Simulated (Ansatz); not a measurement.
C2H5GeN can be A, `[CH3][GeH]1[CH]=[N]1`, or B, `[CH]1=N[CH2][GeH2]1`.

Calculated with Ansatz (gas phase, PBE0-D4/def2-TZVP geometries, no zero-point term in ΔE). CCSD(T)/CBS is the MP2 limit (def2-TZVPP, def2-QZVPP) plus CCSD(T) − MP2 in def2-TZVPP, frozen cores. DFT in def2-TZVPP. B3LYP here is the variant with VWN-RPA as its local correlation; programs differ in this. For Ge outer-core shells are correlated without core-valence functions, which leaves a few kJ/mol of doubt a bond. Scalar relativity is left out up to krypton.

**Question.** Which isomer does CCSD(T)/CBS put lower? Give the gap. (Estimate.)

**Answer.** Ansatz gave: A, by 1.4 kcal/mol.

**Question.** Give E(B) − E(A) in kcal/mol with CCSD(T)/def2-SVP, PBE0-D4, CCSD(T)/def2-TZVPP, B2PLYP, LDA (SPW92), B3LYP-D4, ωB97M-V. (An estimate is asked.)

**Answer.** Ansatz gave: CCSD(T)/def2-SVP -0.8, PBE0-D4 -1.0, CCSD(T)/def2-TZVPP 0.5, B2PLYP 1.5, LDA (SPW92) -2.5, B3LYP-D4 0.4, ωB97M-V -0.7. The order is the other way round with CCSD(T)/def2-SVP, PBE0-D4, LDA (SPW92), ωB97M-V.

**Question.** Does the order hold for the free energy at 298.15 K (harmonic terms from PBE0-D4)? (Best estimate.)

**Answer.** The calculation gave: Yes: G(B) − G(A) = +2.6 kcal/mol.

Largest T1 diagnostic: 0.015.

Leaving LDA and LC-ωPBE aside and taking each functional with its dispersion term where it has one, the values, not all of them listed here, spread over 4.4 kcal/mol, from ωB97X-V to r2SCAN-D4. LDA lies −3.5 kcal/mol from PBE without D4. From PBE to PBE0 (25 % exact exchange), in def2-TZVPP and without D4, E(B) − E(A) moves by −1.8 kcal/mol.
